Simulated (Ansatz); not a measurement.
Z-matrix (Å, degrees):
```
In
F 1 1.9610
H 1 1.6964 2 110.41
H 1 1.6964 3 139.17 2 -180.00
```
Charge +1, spin multiplicity 2.

Level of theory: frozen-core CCSD(T)/def2-TZVPP // CAM-B3LYP-D3(BJ)/def2-TZVP (Ansatz, a first-principles code). The geometry is that of the parent before the electron was removed.

| Item | Result |
|---|---|
| HF energy | -289.46431 Ha |
| MP2 correlation energy | -0.52364 Ha |

Task: Estimate the CCSD correlation energy, the (T) correction, the total energy and the T1 diagnostic.

Result: 
```yaml
CCSD correlation energy: -0.52906 Ha
"(T) correction": -0.01811 Ha
CCSD(T) total energy: -290.01149 Ha
T1 diagnostic: 0.040
```
